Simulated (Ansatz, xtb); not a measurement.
CBCl2F3: which of two isomers lies lower

We compare a, `FB(F)C(F)(Cl)Cl`, a singlet, with b, `FB(Cl)C(F)(F)Cl`, a singlet. Both are isolated molecules in the gas phase, relaxed with PBE0-D4/def2-SVP, each in the lowest conformer that the search found.

**Question.** Estimate which is lower in electronic energy at CCSD(T)/def2-SVP + ΔMP2/def2-TZVPP, and by roughly how much.

**Answer.** The CCSD(T)/def2-SVP + ΔMP2/def2-TZVPP calculation puts structure a lower, by 46.6 kJ/mol.

How the difference moves with the method:

```
                             level          geometry  E(b) − E(a) (kJ/mol)  departure from the last row (kJ/mol)  job, with rough time for the two
                          GFN2-xTB          GFN2-xTB                   +37.2                                  −9.4              optimisation, 0.35 s
                         HF/STO-3G          GFN2-xTB                   +40.5                                  −6.2               single point, 0.7 s
                r2SCAN-D4/def2-SVP          GFN2-xTB                   +32.7                                 −13.9               single point, 3.7 s
                  PBE0-D4/def2-SVP  PBE0-D4/def2-SVP                   +29.4                                 −17.2                optimisation, 65 s
                       HF/def2-SVP  PBE0-D4/def2-SVP                   +28.4                                 −18.2           part of the CCSD(T) run
                      MP2/def2-SVP  PBE0-D4/def2-SVP                   +38.4                                  −8.2           part of the CCSD(T) run
                  CCSD(T)/def2-SVP  PBE0-D4/def2-SVP                   +34.6                                 −12.0                      single point
CCSD(T)/def2-SVP + ΔMP2/def2-TZVPP  PBE0-D4/def2-SVP                   +46.6                                                      single point, 39 s
```

As drawn, b has 1 B–Cl, 1 C–F in place of 1 B–F, 1 C–Cl.

The levels shown agree on the order. The largest departure from CCSD(T)/def2-SVP + ΔMP2/def2-TZVPP is that of HF/def2-SVP, 18.2 kJ/mol. The last row adds to CCSD(T) the change of the MP2 difference between the two basis sets, here +12.0 kJ/mol.

With harmonic frequencies from PBE0-D4/def2-SVP (ideal gas, rigid rotor, one conformer each, 298.15 K, 1 atm): on the last row, ΔE + ΔZPE = +47.2 kJ/mol. A mode under 50 cm⁻¹ makes harmonic enthalpies and free energies unreliable, so none is given.

The correlated steps freeze 15 core orbitals. Programs: Ansatz 0.2.0, xtb 6.7.1; the last row on 2 threads of Intel(R) Xeon(R) Platinum 8259CL CPU @ 2.50GHz (Skylake/Cascade Lake) on a shared host.
